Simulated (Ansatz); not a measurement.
Total energies of the cluster GaO₂H (the lowest singlet isomer of a short search) from Ansatz at PBE0-D4/def2-TZVP, gas phase (1 Eh = 27.2114 eV = 2625.5 kJ/mol). The reference geometry is relaxed at B3LYP-D4/def2-TZVP.

```tsv
atom	x (Å)	y (Å)	z (Å)
Ga1	0.087	0.349	0.481
O2	0.560	1.012	1.919
O3	-0.488	-0.246	-1.070
H4	-0.159	-1.114	-1.330
```

```json
{"state": "charge 0 singlet", "geometry": "reference", "energy (Eh)": "-2075.55103"}
{"state": "charge 1 doublet", "geometry": "reference", "energy (Eh)": "-2075.18565"}
{"state": "charge 1 doublet", "geometry": "relaxed at B3LYP-D4/def2-TZVP", "energy (Eh)": "-2075.19334"}
{"state": "free Ga atom (doublet)", "geometry": "–", "energy (Eh)": "-1924.55212"}
{"state": "free O atom (triplet)", "geometry": "–", "energy (Eh)": "-75.01860"}
{"state": "free H atom (doublet)", "geometry": "–", "energy (Eh)": "-0.50104"}
```

**Question.** Work out the vertical ionisation energy to the doublet.

**Answer.** E(charge 1 doublet) − E(charge 0 singlet) = -2075.18565 − (-2075.55103) = 0.36538 Eh = 9.94 eV. For comparison, −ε of the highest occupied level is 7.80 eV at this level, 2.14 eV less.

**Question.** How much does the charge 1 doublet relax, and what is the adiabatic ionisation energy?

**Answer.** Relaxation: -2075.18565 − (-2075.19334) = 0.00769 Eh = 0.21 eV. Adiabatic ionisation energy: 0.35769 Eh = 9.73 eV, without zero-point energy. 

**Question.** What is the binding energy per atom against free atoms?

**Answer.** Atoms: 1 × (-1924.55212) + 2 × (-75.01860) + 1 × (-0.50104) = -2075.09036 Eh. Binding: -2075.09036 − (-2075.55103) = 0.46067 Eh = 12.54 eV, or 3.13 eV for each of 4 atoms (no zero-point energy, no counterpoise term).

The structure comes from a short search, and lower isomers may exist.
